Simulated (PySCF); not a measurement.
A structure optimised at PBE-D3(BJ)/def2-SVP, used in a PySCF frequency run:

```
C
N 1 1.3654
H 2 1.0204 1 127.17
N 2 1.3440 3 119.06 1 180.00
C 4 1.3415 2 104.12 3 180.00
C 1 1.3929 2 105.83 3 180.00
H 6 1.0948 1 127.21 2 180.00
H 1 1.0957 2 122.06 3 0.00
H 5 1.0975 4 119.56 2 180.00
```

**Question.** Write its SMILES, formula and point group.

**Answer.** c1cn[nH]c1, C3H4N2, Cs

**Question.** What are its rotational constants (standard atomic weights)?

**Answer.** 9.5371, 9.3070, 4.7103 GHz
